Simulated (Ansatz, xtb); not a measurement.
# Relative energy of two isomers of C4H3ClO2

We compare a, `Oc1occc1Cl`, a singlet, with b, `Oc1cc(Cl)co1`, a singlet. Both are isolated molecules in the gas phase, relaxed with PBE-D3(BJ)/def2-SVP; the shapes shown needn't be the lowest conformers.

a (Å):

| atom | x (Å) | y (Å) | z (Å) |
| --- | --- | --- | --- |
| C | -1.4783 | 0.0268 | -0.2736 |
| C | -0.5132 | 1.9701 | -0.6139 |
| C | -1.6062 | 2.2380 | 0.1705 |
| C | -2.2392 | 0.9663 | 0.3941 |
| Cl | -3.6654 | 0.5878 | 1.2997 |
| O | -1.5783 | -1.2998 | -0.4202 |
| O | -0.4338 | 0.6185 | -0.8865 |
| H | -2.3763 | -1.5726 | 0.0767 |
| H | 0.2774 | 2.5856 | -1.0507 |
| H | -1.9324 | 3.2117 | 0.5494 |

b (Å):

| atom | x (Å) | y (Å) | z (Å) |
| --- | --- | --- | --- |
| C | -2.2561 | 0.5715 | 0.5033 |
| C | -1.1025 | 1.2318 | 0.8594 |
| C | -0.4589 | 1.5235 | -0.3960 |
| C | -1.2473 | 1.0316 | -1.4080 |
| Cl | 1.0429 | 2.3486 | -0.5873 |
| O | -3.2461 | 0.0603 | 1.2478 |
| O | -2.3642 | 0.4403 | -0.8443 |
| H | -3.9023 | -0.3368 | 0.6424 |
| H | -0.7569 | 1.4772 | 1.8661 |
| H | -1.1728 | 1.0156 | -2.4970 |

Quicker runs give these differences E(b) − E(a): GFN2-xTB −0.126 eV; HF/STO-3G −0.018 eV (at GFN2-xTB geometries); r2SCAN-D4/def2-SVP −0.027 eV (at GFN2-xTB geometries).

Problem. Estimate E(b) − E(a) at the level CCSD(T)/def2-SVP + ΔMP2/def2-TZVPP.

Solution. CCSD(T)/def2-SVP + ΔMP2/def2-TZVPP gives E(b) − E(a) = −0.016 eV, slightly favouring structure b, which is too small a margin to settle the true order.

Level by level:

| level | geometry | E(b) − E(a) (eV) | departure from the last row (eV) | job, with rough time for the two |
| --- | --- | --- | --- | --- |
| GFN2-xTB | GFN2-xTB | −0.126 | −0.110 | optimisation, 0.096 s |
| HF/STO-3G | GFN2-xTB | −0.018 | −0.002 | single point, 0.36 s |
| r2SCAN-D4/def2-SVP | GFN2-xTB | −0.027 | −0.011 | single point, 4.5 s |
| PBE-D3(BJ)/def2-SVP | PBE-D3(BJ)/def2-SVP | −0.008 | +0.008 | optimisation, 21 s |
| HF/def2-SVP | PBE-D3(BJ)/def2-SVP | −0.042 | −0.026 | part of the CCSD(T) run |
| MP2/def2-SVP | PBE-D3(BJ)/def2-SVP | −0.020 | −0.004 | part of the CCSD(T) run |
| CCSD(T)/def2-SVP | PBE-D3(BJ)/def2-SVP | −0.023 | −0.007 | single point |
| CCSD(T)/def2-SVP + ΔMP2/def2-TZVPP | PBE-D3(BJ)/def2-SVP | −0.016 |  | single point, 74 s |

As drawn, both hold the same kinds of bond in the same numbers.

The largest departure from CCSD(T)/def2-SVP + ΔMP2/def2-TZVPP is that of GFN2-xTB, 0.110 eV. The last row adds to CCSD(T) the change of the MP2 difference between the two basis sets, here +0.007 eV.

With thermal terms from frequencies at re-optimised GFN2-xTB minima (ideal gas, soft modes damped towards free rotors, one conformer each, 298.15 K, 1 atm): the zero-point term adds −0.003 eV; ΔH is −0.020 and ΔG −0.016 eV.

The correlated steps freeze 11 core orbitals. Run with Ansatz 0.2.0, xtb 6.7.1; the last row on 2 threads of Arm Neoverse V2 on a shared host.
